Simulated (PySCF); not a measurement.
N-methyl thienopyrroledione (C7H5NO2S), SMILES CN1C(=O)c2cscc2C1=O.

Geometry: TPSSh-D3(BJ)/def2-SVP. A frequency run showed that this geometry is not a minimum.

Level of theory: PBE/def2-SVP run with PySCF.

The molecule is in vacuum.

Computed frontier levels, gap, dipole moment and polarisability:
```yaml
highest_occupied_level: -6.11 eV
lowest_empty_level: -2.66 eV
orbital_gap: 3.44 eV
dipole_moment: 1.76 D
quadrupole, principal values (traceless, Buckingham form, about the centre of nuclear charge): -12.29, -0.33, 12.62 D·Å
mean_static_polarisability: 99.6 bohr³ (14.76 Å³)
polarisability_principal_values: 48.4, 109.2, 141.2 bohr³
```
